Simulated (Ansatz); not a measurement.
Consider the atomization: `CCP(C(C)(C)C)C(C)(C)C` → 10 C• + 23 H• + P•.

Program: Ansatz. Geometries: PBE0-D4/def2-TZVP. ΔE: electronic, gas phase. CBS: MP2 limit from def2 TZ/QZ plus the TZ coupled-cluster correction, frozen cores. This one scheme is used for every species, atoms too. For atomizations the MP2-based limit and the directly extrapolated one differ by several kJ/mol either way, and by 10 to 25 for some Ge, Se and Sn compounds, so smaller differences from it don't rank the levels. Functionals use def2-TZVPP. B3LYP here is the variant with VWN-RPA as its local correlation; programs differ in this. Open shells (•) are unrestricted, without spin–orbit coupling. Spin–orbit coupling would lower the free atoms: a little for C. One conformer a species, not always the lowest.

```csv
level,ΔE (kJ/mol),difference from CCSD(T)/CBS
r2SCAN-D4,13382.6,23.5
PBE0-D4,13455.5,96.4
B3LYP-D4,13374.3,15.2
r2SCANh-D4,13341.3,-17.8
ωB97X-V,13393.3,34.2
B2PLYP,13205.1,-154.0
PBE,13483.0,123.9
revPBE,13026.8,-332.3
BLYP,13066.9,-292.2
BHLYP,12981.2,-377.9
HF/def2-SVP,10172.3,-3186.8
MP2/def2-SVP,12883.6,-475.5
MP2/def2-TZVPP,13191.7,-167.4
CCSD(T)/def2-TZVPP,13078.7,-280.4
HF/CBS(def2),10037.0,-3322.1
CCSD/CBS(def2),13190.9,-168.2
CCSD(T)/CBS,13359.1,0
```

Largest T1 diagnostic among the species: 0.010.

From r2SCAN to r2SCAN0 (25 % exact exchange), in def2-TZVPP and without D4, ΔE moves by −103.0 kJ/mol: exact exchange takes away binding that semilocal exchange gives to molecules. Leaving LDA and LC-ωPBE aside and taking each functional with its dispersion term where it has one, the values, not all of them listed here, spread over 486.7 kJ/mol, from BHLYP-D4 to PBE-D4. LDA lies +1656.6 kJ/mol from PBE without D4, its usual overbinding. At CCSD(T), def2-SVP lies −527.5 kJ/mol from the extrapolated value and def2-TZVPP −280.4 kJ/mol: correlation converges slowly with the basis, and small sets miss more of it in the bonded molecule than in its fragments.
